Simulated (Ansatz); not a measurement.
Mulliken charges of CH₂BrNSi, SMILES `BrC1=N[SiH2]1` from ωB97M-V/def2-TZVPP in Ansatz (PBE0-D4/def2-TZVP geometry).

```json
{"atom": "Br1", "x (Å)": "-0.130", "y (Å)": "-2.750", "z (Å)": "0.392", "charge (e)": "0.010"}
{"atom": "C2", "x (Å)": "-0.205", "y (Å)": "-0.908", "z (Å)": "0.019", "charge (e)": "-0.052"}
{"atom": "N3", "x (Å)": "-1.061", "y (Å)": "-0.251", "z (Å)": "-0.636", "charge (e)": "-0.239"}
{"atom": "Si4", "x (Å)": "0.253", "y (Å)": "0.807", "z (Å)": "0.002", "charge (e)": "0.291"}
{"atom": "H5", "x (Å)": "1.246", "y (Å)": "1.334", "z (Å)": "-0.953", "charge (e)": "-0.005"}
{"atom": "H6", "x (Å)": "-0.062", "y (Å)": "1.704", "z (Å)": "1.130", "charge (e)": "-0.005"}
```

Problem. By hand: the dipole of these point charges (1 e Å = 4.8032 D).

Solution. Σ q r = (0.331, 0.299, 0.155) e Å, of length 0.472 e Å = 2.27 D.

Problem. How does the dipole of the full density compare? (An estimate is asked.)

Solution. Computed: (0.355, 0.381, 0.156) e Å, 2.61 D; the point charges give 0.87 times that, at 5° from its direction.

Point charges leave out the atoms' own dipoles, such as those of lone pairs, and Mulliken's split depends on the basis, so the close match here is no proof of good charges.
